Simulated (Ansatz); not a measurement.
The cluster Sn4Se4, relaxed as a singlet with RKS PBE-D4/def2-SVP in Ansatz, starting from the GFN2-xTB geometry. Force threshold 0.03 eV/Å.

In the def2 sets Sn takes a core potential; there is no spin–orbit coupling. The structure comes from a short search, and lower isomers may exist.

Start:

```xyz
8

Sn   -0.189    0.795    2.336
Sn    0.966   -2.638   -0.418
Sn   -2.367   -0.157   -0.862
Sn    1.787    1.618   -1.415
Se    0.798   -0.497   -2.243
Se   -1.014   -2.123    0.921
Se   -1.997    1.878    0.424
Se    2.015    1.125    1.257
```

Problem. Estimate the energy that the relaxation releases and the steps that it takes.

Solution. 53.9 kcal/mol, in 8 steps; 49 s on 4 threads of Arm Neoverse V1 on a shared host. No frequencies were taken in this run, so the end may be a saddle point.

Problem. Does the start keep its bonding?

Solution. Bonds formed: Sn1–Se6, Sn2–Se8, Sn3–Se5, Sn4–Se7 (atoms count from 1). The end is the same structure that another start reached, the lowest one found.

Problem. Predict the relaxed structure.

Solution. 
```xyz
8

Sn   -0.3720    0.5477    2.2610
Sn    1.3454   -1.9313   -0.1294
Sn   -2.0653   -0.4081   -1.0590
Sn    1.0919    1.7930   -1.0744
Se    0.3886   -0.5714   -2.3580
Se   -1.1407   -1.8684    1.1198
Se   -1.4012    2.0157    0.1352
Se    2.1534    0.4228    1.1047
```
Bond lengths (bridged metal pairs left out): 12 × Se–Sn 2.78 Å.
